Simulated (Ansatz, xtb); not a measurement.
## Two isomers of C4H4ClF3

We compare a, `C/C(Cl)=C\C(F)(F)F`, a singlet, with b, `C/C(F)=C/C(F)(F)Cl`, a singlet. Both are isolated molecules in the gas phase, relaxed with PBE0-D3(BJ)/def2-SVP; the shapes shown needn't be the lowest conformers.

a (Å):

```xyz
12

C    -0.9519   -0.5055   -1.5215
C    -1.2117    0.9344   -1.7956
C    -1.2620    1.9374   -0.9127
C    -1.0545    1.7513    0.5574
Cl   -1.4715    1.2950   -3.4732
F    -1.1490    2.9219    1.1883
F    -1.9595    0.9264    1.1037
F     0.1493    1.2359    0.8457
H    -1.7989   -1.1105   -1.8794
H    -0.8013   -0.6966   -0.4530
H    -0.0590   -0.8346   -2.0745
H    -1.4624    2.9593   -1.2368
```

b (Å):

```xyz
12

C     1.1942    1.1231   -0.7255
C     1.3648    0.2856    0.4860
C     0.3960   -0.3492    1.1522
C     0.5707   -1.2019    2.3579
Cl    0.6445   -2.9403    1.9058
F     2.6322    0.2056    0.8768
F    -0.4785   -1.0517    3.1780
F     1.6689   -0.9147    3.0534
H     1.7894    0.7065   -1.5535
H     1.5685    2.1410   -0.5339
H     0.1424    1.1772   -1.0301
H    -0.6268   -0.2844    0.7806
```

Q: Which of the two would you expect CCSD(T)/def2-SVP + ΔMP2/def2-TZVPP electronic energies to favour?

A: Structure a; the calculation gives E(b) − E(a) = +0.502 eV.

The same difference at several levels:

```
                             level              geometry  E(b) − E(a) (eV)  departure from the last row (eV)  job, with rough time for the two
              PBE0-D3(BJ)/def2-SVP  PBE0-D3(BJ)/def2-SVP              +0.473                            −0.029                optimisation, 40 s
                       HF/def2-SVP  PBE0-D3(BJ)/def2-SVP              +0.548                            +0.046           part of the CCSD(T) run
                      MP2/def2-SVP  PBE0-D3(BJ)/def2-SVP              +0.567                            +0.065           part of the CCSD(T) run
                  CCSD(T)/def2-SVP  PBE0-D3(BJ)/def2-SVP              +0.545                            +0.043                      single point
CCSD(T)/def2-SVP + ΔMP2/def2-TZVPP  PBE0-D3(BJ)/def2-SVP              +0.502                                                  single point, 73 s
```

As drawn, both hold the same kinds of bond in the same numbers.

The levels shown agree on the order. The largest departure from CCSD(T)/def2-SVP + ΔMP2/def2-TZVPP is that of MP2/def2-SVP, 0.065 eV. Levels run at GFN2-xTB geometries aren't shown. The last row adds to CCSD(T) the change of the MP2 difference between the two basis sets, here −0.043 eV.

With thermal terms from frequencies at re-optimised GFN2-xTB minima (ideal gas, soft modes damped towards free rotors, one conformer each, 298.15 K, 1 atm): on the last row, ΔE + ΔZPE = +0.493, ΔH = +0.498, ΔG = +0.493 eV.

The correlated steps freeze 12 core orbitals. Codes used: Ansatz 0.2.0, xtb 6.7.1; the last row on 4 threads of Arm Neoverse V1 on a shared host.
